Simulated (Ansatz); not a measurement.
Job for Ansatz (an electronic-structure program): U-r2SCAN/def2-TZVPP on NaN-, 2S+1 = 4, a spin state set in the input, which need not be the lowest, a point of a bond scan (R = 2.338 Å). Charge -1.

Ansatz 0.2 input:
```yaml
crystal:
  periodic: [false, false, false]
  atoms:
    - {symbol: N, position_ang: [0.00000000, 0.00000000, 0.00000000]}
    - {symbol: Na, position_ang: [0.00000000, 0.00000000, 2.33759100]}
basis:
  gaussian:
    orbitals: def2-TZVPP
    pivot_positions_ang: [[0.00000000, 0.00000000, 0.00000000], [0.00000000, 0.00000000, 2.33759100]]
hamiltonian:
  xc: {name: r2SCAN}
total_charge: -1
magnetization: {spin_polarized: true, initial_magnetization: 3}
output: {forces: true, orbitals: {seedname: ./end}}
```

It printed:

```
WARN ansatz: RAYON_NUM_THREADS=2 ignored (pool sized by the plan → 2); use --threads N
Functional definition: r2SCAN
integrals: 0.01 GiB planned
432 factors; their error is unknown
mean field: 0.19 GiB planned
mean field evaluation 1: about -5876.3828 eV, gradient 5.3e1 eV
mean field evaluation 2: about -5869.2113 eV, gradient 7.7e1 eV
mean field evaluation 4: about -5897.7331 eV, gradient 1.7e1 eV
mean field evaluation 8: about -5901.3105 eV, gradient 4.6e-1 eV
mean field evaluation 16: about -5901.3046 eV, gradient 4.2e-3 eV
mean field evaluation 32: about -5901.6387 eV, gradient 1.8e-5 eV
mean field evaluation 64: about -5900.9674 eV, gradient 7.4e0 eV
mean field evaluation 96: about -5900.2661 eV, gradient 1.4e0 eV
mean field -5901.63870824 eV, -216.8812222533 hartree, gradient 2.2e-6 eV, S^2 3.768387; 9 other end points of the search recorded, 0 dependent functions left out
the calculation of the forces begins
reference -5901.63876598 eV, -216.8812243754 hartree; 11, 8 occupied and 52, 55 virtual orbitals, 432 factors
Total energy: -5901.63876598 eV, -216.8812243754 hartree
Atom 0 at     0.000000     0.000000     0.000000 Å, force     0.000000     0.000000    -0.077592 eV/Å
Atom 1 at     0.000000     0.000000     2.337591 Å, force    -0.000000    -0.000000     0.077592 eV/Å
Dipole moment:     0.000000    -0.000000    -0.634277 e Å
```

The run converged.

Cost: about 13 core-seconds (a rough figure).
